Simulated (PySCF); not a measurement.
AsH5Si, SMILES [SiH3][AsH2].

The structure is a stationary point at PBE0-D3(BJ)/def2-TZVP.

Two levels are set side by side: PBE/def2-TZVPD (PySCF) and M06-2X/def2-TZVPD (PySCF). Same geometry, gas phase. Differences are taken from unrounded values.

```json
[
 {"quantity": "orbital gap (eV)", "M06-2X": "8.79", "PBE": "5.68", "PBE minus M06-2X": "-3.12"},
 {"quantity": "highest occupied level (eV)", "M06-2X": "-8.51", "PBE": "-6.52", "PBE minus M06-2X": "1.99"},
 {"quantity": "lowest empty level (eV)", "M06-2X": "0.28", "PBE": "-0.84", "PBE minus M06-2X": "-1.12"},
 {"quantity": "dipole moment (D)", "M06-2X": "0.48", "PBE": "0.33", "PBE minus M06-2X": "-0.15"},
 {"quantity": "mean polarisability (bohr³)", "M06-2X": "64.9", "PBE": "67.2", "PBE minus M06-2X": "2.3"}
]
```

Without exact exchange PBE keeps part of each electron's self-repulsion, which lifts occupied levels and narrows the gap. PBE's more diffuse valence density responds more strongly to a field. Differences between two approximate levels are no errors against the true value.

Rough cost on one machine, each run with all the roots and properties that it gave: M06-2X against PBE about 4 times.
